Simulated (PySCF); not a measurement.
Compound: C7H7F.
Numbering: `[CH3:1][CH:2]=[C:3]=[C:4]=[C:5]=[C:6]([CH3:7])[F:8]` (hydrogens: H9, H10, H11 on C1; H12 on C2; H13, H14, H15 on C7)

Computed by this run: PBE0-D3(BJ)/def2-SVP geometry optimisation, gas phase (PySCF 2.14.0); density fitting, grid level 2; the optimiser is geomeTRIC in internal coordinates, started from a GFN2-xTB structure.

Step 0: E = -10067.7632 eV
```
atom  x, y, z in Å  |  force x, y, z in eV/Å
C1     -3.4473    0.8426   -0.2875    0.293  -0.311  -0.011
C2     -2.5582   -0.3554   -0.3833   -0.553   0.502  -0.011
C3     -1.3011   -0.3725   -0.0278   -0.225  -0.131  -0.086
C4     -0.0825   -0.3800    0.3283    0.063  -0.003  -0.040
C5      1.1412   -0.3942    0.6655    0.262  -0.023   0.207
C6      2.4020   -0.4070    1.0140    0.959  -0.142   0.753
C7      3.5762   -0.0986    0.1498   -0.488  -0.144   0.427
F8      2.7496   -0.7281    2.2954   -0.155   0.207  -0.787
H9     -4.2925    0.6248    0.3660   -0.367  -0.029   0.215
H10    -3.8442    1.0891   -1.2726   -0.213   0.142  -0.343
H11    -2.9079    1.7003    0.1057    0.146   0.336   0.130
H12    -3.0154   -1.2573   -0.7753   -0.134  -0.501  -0.182
H13     4.2599   -0.9479    0.1421    0.272  -0.293  -0.024
H14     3.2504    0.1149   -0.8636   -0.077   0.088  -0.371
H15     4.1146    0.7621    0.5486    0.217   0.301   0.122
```

Step 1: E = -10067.7747 eV
```
atom  x, y, z in Å  |  force x, y, z in eV/Å
C1     -3.4495    0.8447   -0.2825   -0.086   0.065   0.039
C2     -2.5742   -0.3592   -0.4024    0.017  -0.125  -0.111
C3     -1.3042   -0.4148   -0.0512    0.006   0.016  -0.032
C4     -0.0731   -0.4432    0.3062   -0.021  -0.062   0.071
C5      1.1477   -0.4569    0.6941    0.022  -0.026   0.002
C6      2.4201   -0.4000    1.0425   -0.051   0.483  -0.167
C7      3.5721   -0.1282    0.1460    0.118   0.053   0.004
F8      2.7790   -0.4729    2.3281    0.018  -0.352   0.192
H9     -4.3453    0.5917    0.3117    0.029   0.049  -0.032
H10    -3.8093    1.1867   -1.2678    0.018  -0.035  -0.005
H11    -2.9276    1.6763    0.2103   -0.007  -0.005  -0.033
H12    -3.0344   -1.2708   -0.8165   -0.003   0.029   0.122
H13     4.2221   -1.0150    0.0557   -0.018   0.001   0.012
H14     3.2398    0.1740   -0.8548   -0.014  -0.055   0.003
H15     4.1814    0.6804    0.5858   -0.027  -0.034  -0.065
```

Problem. Estimate the geometry and energy of step 2. (The exact step hangs on the optimiser's Hessian estimate; all steps are aligned on step 1, rigid shifts and turns removed.)

Solution. E = -10067.8102 eV, largest force 0.086 eV/Å
```
atom  x, y, z in Å  |  force x, y, z in eV/Å
C1     -3.4563    0.8445   -0.3014   -0.001   0.005   0.033
C2     -2.5750   -0.3616   -0.3812    0.013  -0.046  -0.041
C3     -1.3051   -0.4082   -0.0261   -0.010   0.035   0.006
C4     -0.0743   -0.4300    0.3347   -0.018   0.009   0.044
C5      1.1496   -0.4358    0.7146    0.020   0.058  -0.019
C6      2.4261   -0.3806    1.0496    0.014  -0.010  -0.072
C7      3.5737   -0.1061    0.1451   -0.009   0.051   0.043
F8      2.8030   -0.5966    2.3182   -0.002  -0.084   0.018
H9     -4.3530    0.6195    0.2998    0.001   0.013  -0.003
H10    -3.8134    1.1417   -1.3018    0.014  -0.022  -0.010
H11    -2.9356    1.6976    0.1532    0.007   0.006  -0.016
H12    -3.0331   -1.2842   -0.7672   -0.009  -0.004   0.019
H13     4.1950   -1.0083    0.0173   -0.013  -0.009   0.032
H14     3.2297    0.2284   -0.8410   -0.011  -0.017  -0.003
H15     4.2132    0.6723    0.5914    0.002   0.014  -0.030
```

The energy changes by -0.0355 eV. The first-order estimate −F·Δx gives -0.0561 eV and the mean of the old and new forces, exact on a quadratic surface, -0.0348 eV. The step makes an angle of 67° with the force vector and moves no atom by more than 0.126 Å.

What follows is the cost of the whole optimisation. The run took 77 s on Arm Neoverse V1, one thread (shared host), and the process peaked at 0.72 GiB of memory.
